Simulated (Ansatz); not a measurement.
`CCC[O][AlH2]` + `N[SiH2][SiH3]` → `[AlH2][NH][SiH2][SiH3]` + `CCCO`  (ligand exchange at the Al–O bond)

Calculated with Ansatz (gas phase, PBE0-D4/def2-TZVP geometries, no zero-point term in ΔE). CCSD(T)/CBS is the MP2 limit (def2-TZVPP, def2-QZVPP) plus CCSD(T) − MP2 in def2-TZVPP, frozen cores. This one scheme is used for every species. Each species was taken in one conformer, which may not be the lowest.

```
                 species  CCSD(T)/CBS(def2) energy (Eh)
          `CCC[O][AlH2]`                     -436.79587
         `N[SiH2][SiH3]`                     -637.08297
`[AlH2][NH][SiH2][SiH3]`                     -879.72437
                  `CCCO`                     -194.14342
```

Q: Work out ΔE.

A: ΔE = (-879.72437) + (-194.14342) − (-436.79587) − (-637.08297) = 0.01105 Eh = +6.9 kcal/mol.

Largest T1 diagnostic among the species: 0.013.

In def2-TZVPP, CCSD(T) changes the Hartree–Fock value by −2.0 kcal/mol (the triples alone add −0.4 kcal/mol) and MP2 by −1.6 kcal/mol.
